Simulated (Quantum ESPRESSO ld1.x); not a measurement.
The lead ion Pb33+, configuration [Kr] 4d10 4f3. Method: Dirac Kohn-Sham, PBE, spin-unpolarised, spherical densities, point nucleus; open shells fill j = l - 1/2 first; computed with ld1.x of Quantum ESPRESSO 7.5. Some entries of the table are withheld. Estimate them.

orbital  occ.  eigenvalue (hartree)  <r^2> (bohr^2)
1s1/2       2            -3278.5854       0.0003571
2s1/2       2             -623.2061        0.005363
2p1/2       2                   (1)             (2)
2p3/2       4                   (3)             (4)
3s1/2       2             -183.9164         0.03449
3p1/2       2             -173.6107             (5)
3p3/2       4             -155.5042             (6)
3d3/2       4                   (7)         0.02857
3d5/2       6                   (8)         0.03023
4s1/2       2              -72.9163          0.1507
4p1/2       2                   (9)          0.1503
4p3/2       4                  (10)          0.1732
4d3/2       4              -56.0404            (11)
4d5/2       6              -55.0051            (12)
4f5/2       3              -45.9904          0.1547
4f7/2       0              -45.7084          0.1573

Answer. 
(1) 2p1/2 eigenvalue (hartree): -600.1591
(2) 2p1/2 <r^2> (bohr^2): 0.003776
(3) 2p3/2 eigenvalue (hartree): -519.7067
(4) 2p3/2 <r^2> (bohr^2): 0.004959
(5) 3p1/2 <r^2> (bohr^2): 0.03133
(6) 3p3/2 <r^2> (bohr^2): 0.03749
(7) 3d3/2 eigenvalue (hartree): -138.6868
(8) 3d5/2 eigenvalue (hartree): -134.8371
(9) 4p1/2 eigenvalue (hartree): -68.4207
(10) 4p3/2 eigenvalue (hartree): -63.3015
(11) 4d3/2 <r^2> (bohr^2): 0.1691
(12) 4d5/2 <r^2> (bohr^2): 0.1758
